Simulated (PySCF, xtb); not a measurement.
C4H7O2, SMILES CCOC([CH2])=O, multiplicity 2. One conformer was computed; it need not be the lowest.

Harmonic wavenumbers (cm⁻¹) from GFN2-xTB in xtb 6.7.1 at its own minimum, in rising order: 68, 117, 199, 282, 345, 362, 436, 568, 630, 730, 805, 860, 962, 987, 1080, 1101, 1156, 1187, 1260, 1323, 1351, 1396, 1433, 1479, 1489, 1619, 2931, 2977, 3044, 3050, 3054, 3127, 3189.

### Question
What does B3LYP-D3(BJ)/def2-SVP run with PySCF give at its own minimum? (The exact figures need the calculation; the answer reports its results.)

### Answer
89, 120, 227, 316, 324, 381, 461, 615, 661, 758, 793, 850, 952, 1003, 1088, 1122, 1189, 1286, 1329, 1380, 1412, 1441, 1457, 1467, 1485, 1728, 3039, 3065, 3119, 3125, 3144, 3167, 3299. Paired by order, the mean absolute difference is 43 cm⁻¹ and the zero-point energies are 63.8 and 65.6 kcal/mol.
